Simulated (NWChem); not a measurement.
System: CH$_{6}$FNOSi; SMILES NC[Si@H](F)O

```xyz
11

N     -0.0547    -2.3060     0.0552
C     -0.7687    -1.0787    -0.3687
Si    -0.0121     0.5003     0.3097
O      1.5345     0.5503    -0.2850
F     -0.8353     1.8129    -0.1605
H     -0.0634    -2.3822     1.0718
H      0.9253    -2.2373    -0.2158
H     -0.7766    -1.0497    -1.4657
H     -1.8203    -1.1689    -0.0687
H      0.0019     0.5258     1.7989
H      2.1383     1.2031     0.0948
```
Atoms are numbered in this order, from 1.

Computed with NWChem. Medium grid unless said otherwise, to which SCAN and Minnesota functionals are sensitive. Geometry: optimised at B3LYP/6-31G* (spherical d).

Q: Order these by “orbital gap (eV)”, lowest first: B3LYP/def2-TZVP; M06-2X/def2-TZVP; Hartree-Fock/def2-TZVP; PBE/def2-TZVP.

A: PBE/def2-TZVP (5.01), B3LYP/def2-TZVP (6.73), M06-2X/def2-TZVP (9.30), Hartree-Fock/def2-TZVP (13.58)
